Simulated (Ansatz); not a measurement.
`C[Si]1(Cl)CO1` + H₂Se → `C[Si]1([SeH])CO1` + HCl  (ligand exchange at the Si–Cl bond)

Isolated molecules relaxed with PBE0-D4/def2-TZVP in Ansatz; ΔE leaves out vibrations. CBS: MP2 limit from def2 TZ/QZ plus the TZ coupled-cluster correction, frozen cores. This one scheme is used for every species. Functionals use def2-TZVPP. B3LYP here is the variant with VWN-RPA as its local correlation; programs differ in this. For Se outer-core shells are correlated without core-valence functions, which leaves a few kJ/mol of doubt a bond. Scalar relativity is left out up to krypton. Each species was taken in one conformer, which may not be the lowest.

(1) Is it downhill or uphill in electronic energy at CCSD(T)/CBS, and by how much? (Estimate.)

(2) What do these levels give: PBE-D4, r2SCAN-D4, ωB97M-V, B2PLYP, r2SCAN, PBE0, B3LYP, HF/def2-TZVPP, CCSD/def2-TZVPP, HF/def2-QZVPP, HF/CBS(def2), CCSD/CBS(def2)? (An estimate is asked.)

Largest T1 diagnostic among the species: 0.012.

Results:

(1) Ansatz gave: Uphill: ΔE = +0.33 eV.

(2) Ansatz gave: PBE-D4 0.31, r2SCAN-D4 0.37, ωB97M-V 0.39, B2PLYP 0.39, r2SCAN 0.38, PBE0 0.35, B3LYP 0.41, HF/def2-TZVPP 0.47, CCSD/def2-TZVPP 0.36, HF/def2-QZVPP 0.48, HF/CBS(def2) 0.48, CCSD/CBS(def2) 0.35 eV.

In def2-TZVPP, CCSD(T) changes the Hartree–Fock value by −0.13 eV (the triples alone add −0.02 eV) and MP2 by −0.15 eV. The D4 term adds −0.04 eV with B3LYP and −0.02 eV with PBE0; it sums over pairs of atoms, weighted by their polarisabilities, and B3LYP, whose exchange is more repulsive, gets the larger term.
